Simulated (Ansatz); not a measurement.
F₃GaH₂Se, SMILES `[F][Ga-]([F])([F])[SeH2+]` at its PBE0-D4/def2-TZVP geometry, where that method's forces vanish. The species carries charge 0 and has multiplicity 1.

```xyz
7

F    -1.2826   -1.8497   -0.3851
Ga   -0.7138   -0.5089    0.5844
F     0.6594   -0.8107    1.6299
F    -1.8760    0.6817    1.1253
Se    0.4550    0.8720   -1.2788
H     1.5725   -0.0788   -1.3723
H     1.1856    1.6944   -0.3034
```

Question: What forces (eV/Å) does ωB97M-V/def2-TZVPP give on these atoms in Ansatz? (Best estimate.)

Answer: The calculation gave: 
```
F1  -0.019 -0.055 -0.056
Ga2 -0.007 -0.004  0.003
F3   0.073 -0.002  0.032
F4  -0.047  0.064  0.015
Se5  0.154 -0.012  0.076
H6  -0.092  0.073  0.007
H7  -0.062 -0.064 -0.076
```
